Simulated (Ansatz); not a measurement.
Geometry optimisation, Ansatz 0.2.0, RKS B3LYP-D4/6-31G.

input.yaml

```yaml
crystal:
  periodic: [false, false, false]
  atoms:
    - { symbol: Si, position_ang: [0.0, 0.0, 0.0] }
    - { symbol: "N", position_ang: [0.0, 0.0, 1.82] }
    - { symbol: C, position_ang: [-1.2162, -0.3762, 2.555] }
    - { symbol: H, position_ang: [-1.8642, -0.9999, 1.9045] }
    - { symbol: H, position_ang: [-0.9378, -0.9533, 3.4614] }
    - { symbol: H, position_ang: [-1.7663, 0.5401, 2.8549] }
    - { symbol: C, position_ang: [1.2162, 0.3762, 2.555] }
    - { symbol: H, position_ang: [1.4641, -0.4163, 3.2916] }
    - { symbol: H, position_ang: [2.0585, 0.4943, 1.8418] }
    - { symbol: H, position_ang: [1.0457, 1.3351, 3.0874] }
    - { symbol: Cl, position_ang: [2.0086, 0.0, -0.7093] }
    - { symbol: Cl, position_ang: [-1.0032, 1.7381, -0.7093] }
    - { symbol: H, position_ang: [-0.6877, -1.1914, -0.4862] }
basis:
  gaussian: { orbitals: "6-31G" }
hamiltonian:
  xc: b3lyp
  dispersion: d4
relax:
  f_tol: 0.02
  max_steps: 40
```

Launched with:

```bash
$ ansatz run input.yaml --threads 1 --pin off --max-ram 2048MiB --backend cpu --events-out ev --progress --plain --runs-dir out
```

**Question.** Where does it end, and by what steps?

**Answer.** The forces met the threshold. Limits of this set-up: no polarisation functions. After 13 steps the energy has fallen by 0.297 eV; Cl12 moved furthest, 0.66 Å.

```
step  energy less start (eV)  largest force component (eV/Å)  accepted
   0                  0.0000                           2.684       yes
   1                 -0.2206                           1.147       yes
   2                 -0.2636                           0.171       yes
   3                 -0.2698                           0.093       yes
   4                 -0.2769                           0.116       yes
   5                 -0.2820                           0.259       yes
   6                 -0.2875                           0.154       yes
   7                 -0.2936                           0.115       yes
   8                 -0.2930                           0.096        no
   9                 -0.2945                           0.028       yes
  10                 -0.2958                           0.023       yes
  11                 -0.2965                           0.043       yes
  12                 -0.2967                           0.020       yes
  13                 -0.2968                           0.009       yes
```

```xyz
13
Properties=species:S:1:pos:R:3
Si -0.034 -0.012 0.036
N 0.025 -0.058 1.769
C -1.108 -0.559 2.560
H -1.834 -1.063 1.917
H -0.752 -1.281 3.306
H -1.621 0.259 3.085
C 1.097 0.571 2.552
H 1.457 -0.128 3.317
H 1.941 0.830 1.909
H 0.742 1.484 3.050
Cl 1.911 -0.582 -0.781
Cl -0.403 1.997 -0.786
H -1.104 -0.912 -0.468
```

Whether the end is a true minimum wasn't checked by a vibrational analysis.

The run took 100 s on 1 thread of Arm Neoverse V1 (shared host), peak memory 0.21 GiB.
